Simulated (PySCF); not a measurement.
Work out the structure from these simulated measurements.

Formula: C6H12F2.

| Quantity | Value |
| --- | --- |
| 13C NMR | chemical shifts (computed TMS as zero) by class: 104.4 (1 C), 40.6 (1 C), 29.6 (1 C), 25.1 (1 C), 16.1 (1 C), 13.5 (1 C) ppm [GIAO HF/pcSseg-1] |
| Triplet | lowest triplet excitation (Tamm–Dancoff): 8.68 eV [TDA CAM-B3LYP/def2-SVPD] |
| Rotational structure | rotational constants A, B, C: 4.099, 0.892, 0.872 GHz [PBE0-D3(BJ)/def2-SVP] |
| 1H NMR | chemical shifts (computed TMS as zero) by class: 5.38 (1 H), 1.64 (1 H), 1.14 (1 H), 1.09 (1 H), 1.08 (1 H), 1.05 (3 H), 0.88 (3 H), 0.75 (1 H) ppm [GIAO HF/pcSseg-1] |
| Valence photoelectron | vertical ionisation energy: 11.23 eV [ΔSCF CAM-B3LYP/def2-SVPD] |
| UV, strongest line | among the 10 lowest singlet transitions: S8 at 9.72 eV (127 nm, f = 0.141) [TDDFT CAM-B3LYP/def2-SVPD] |

Electronic properties: PySCF, gas phase, density fitting. Levels stand in brackets. Geometry: PBE0-D3(BJ)/def2-SVP, one conformer, isolated molecule. Each NMR value is the plain mean over a class of atoms that symmetry, rotation or inversion makes alike.

Problem. Propose a structure and show how it fits.

Solution. Numbering: `[CH3:1][CH2:2][C@@H:3]([CH3:4])[CH2:5][CH:6]([F:7])[F:8]`. Its formula, C6H12F2, gives 0 degrees of unsaturation, so no ring and no π bond. 6 carbons fall into 6 classes; from least to most shielded: CHF2 carbon [C6] (104.4 ppm), chain CH2 carbon [C5] (40.6 ppm), chain CH2 carbon [C2] (29.6 ppm), sp3 CH carbon [C3] (25.1 ppm), methyl carbon [C4] (16.1 ppm), methyl carbon [C1] (13.5 ppm). Hydrogen classes from least to most shielded: 1 H on a CHF2 carbon, C6 (5.38 ppm), 1 H on a chain CH2 carbon, C5 (1.64 ppm), 1 H on a chain CH2 carbon, C2 (1.14 ppm), 1 H on a chain CH2 carbon, C5 (1.09 ppm), 1 H on an sp3 CH carbon, C3 (1.08 ppm), 3 H on a methyl carbon, C1 (1.05 ppm), 3 H on a methyl carbon, C4 (0.88 ppm, a mean of values up to 1.0 ppm apart in this geometry), 1 H on a chain CH2 carbon, C2 (0.75 ppm). The first electron is taken from the HOMO, whose largest Löwdin shares are 0.16 on a chain CH2 carbon, 0.16 on the sp3 CH carbon, 0.10 on the CHF2 carbon and 0.10 on a chain CH2 carbon. The optimised geometry has point group C1 and is an asymmetric top. Structure: `CC[C@@H](C)CC(F)F`. Computed isomers that give other values at the same levels: `CC(C)(C)C(C)(F)F` (rotational constant A: 2.458 GHz; this holds for the one conformer computed). The assignments are read from this structure; whether some other isomer fits the data as well wasn't checked. The mirror image fits equally.

Conformer computed: `[CH3:1][CH2:2][C@@H:3]([CH3:4])[CH2:5][CH:6]([F:7])[F:8]`: C1–C2–C3–C4 60°, C2–C3–C5–C6 170°, C3–C5–C6–F7 -59°.
